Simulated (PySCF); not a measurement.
Cartesian coordinates in Å; atom numbers follow the order of the lines, from 1:
```xyz
12

Al   -1.325   -0.189   -0.347
Cl   -2.789   -0.295    1.165
Cl   -1.841   -0.340   -2.386
N    -0.159    1.333   -0.047
Al    1.346    0.175    0.353
Cl    2.795    0.284   -1.173
Cl    1.883    0.326    2.387
N     0.176   -1.347    0.062
H    -0.445    1.934    0.729
H    -0.030    1.939   -0.859
H     0.460   -1.955   -0.710
H     0.046   -1.948    0.878
```

Theoretical values (PySCF 2.14.0 with density-fitted response routines): coordinates at the PBE0-D3(BJ)/def2-SVP level, B3LYP/pcSseg-1 (pcSseg-2 on Al) with gauge-including orbitals. Non-relativistic Hamiltonian, single conformer, no solvent, one averaged value for each set of equivalent atoms.

References, each an isolated molecule treated in the same way: $^{1}$H (σ = 31.38 ppm) vs TMS; $^{27}$Al (σ = 571.15 ppm) against [Al(H2O)6]3+; $^{35}$Cl (σ = 930.46 ppm) vs HCl; NH3 for $^{15}$N (σ = 263.54 ppm).

```
          atoms    nucleus  count  δ (ppm)
 H9/H10/H11/H12    $^{1}$H      4        ?
Cl2/Cl3/Cl6/Cl7  $^{35}$Cl      4        ?
          N4/N8   $^{15}$N      2     50.3
        Al1/Al5  $^{27}$Al      2    130.8
```

**Question.** Estimate the values marked ?.

**Answer.** 
- H9/H10/H11/H12: 1.35 ppm, hydrogen on a nitrogen bonded to 2 Al
- Cl2/Cl3/Cl6/Cl7: -25 ppm, chlorine bonded to Al

OH and NH positions are those of a molecule without intermolecular hydrogen bonds; in solution they move with solvent, concentration and temperature, and exchange usually removes their couplings. Experimental scales use liquid or dissolved standards, which lie at an offset from isolated NH3 (liquid NH3: subtract about 20 ppm).
